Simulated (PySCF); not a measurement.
SMILES C=C[Si](OC)OC, doublet, GFN2-xTB optimised geometry.

```
16

C     -2.48     1.06     0.65
C     -1.36     0.73     0.00
Si    -0.57    -0.96     0.00
O      1.07    -0.96     0.00
C      1.95    -0.19    -0.76
O     -1.02    -2.01     1.14
C     -0.44    -2.24     2.41
H     -2.94     0.38     1.36
H     -2.96     2.01     0.52
H     -0.97     1.44    -0.73
H      1.78    -0.35    -1.83
H      2.96    -0.49    -0.51
H      1.82     0.87    -0.54
H     -0.75    -3.24     2.73
H      0.64    -2.20     2.36
H     -0.80    -1.50     3.12
```

Density from unrestricted CAM-B3LYP/def2-TZVP run with PySCF 2.14.0 at that geometry.

Minimum of the electron density along straight lines between bonded atoms, close to the bond critical point (lines longer than 1.1 times the sum of covalent radii, or with two minima, are not listed):

```csv
bond,length / Å,ρ at the minimum / e bohr⁻³,∇²ρ there / e bohr⁻⁵,position (fraction from the first atom)
C1–C2,1.338,0.348,-1.06,0.50
C2–Si3,1.861,(withheld),0.18,0.61
Si3–O4,1.640,(withheld),0.84,0.41
O4–C5,1.393,0.264,-0.50,0.65
Si3–O6,1.616,0.147,(withheld),0.42
O6–C7,1.408,0.255,-0.50,0.65
C1–H8,1.077,0.291,-1.06,0.65
C1–H9,1.078,0.289,-1.04,0.65
C2–H10,1.085,0.281,-0.99,0.64
C5–H11,1.093,0.285,-1.01,0.65
C5–H12,1.091,0.287,-1.03,0.65
C5–H13,1.093,0.285,-1.01,0.65
C7–H14,1.090,0.287,-1.03,0.65
C7–H15,1.090,0.287,-1.03,0.65
C7–H16,1.093,0.285,-1.01,0.65
```

**Question.** Some entries are withheld; supply them.

**Answer.** 
- C2–Si3, ρ at the minimum / e bohr⁻³: 0.125
- Si3–O4, ρ at the minimum / e bohr⁻³: 0.138
- Si3–O6, ∇²ρ there / e bohr⁻⁵: 0.91
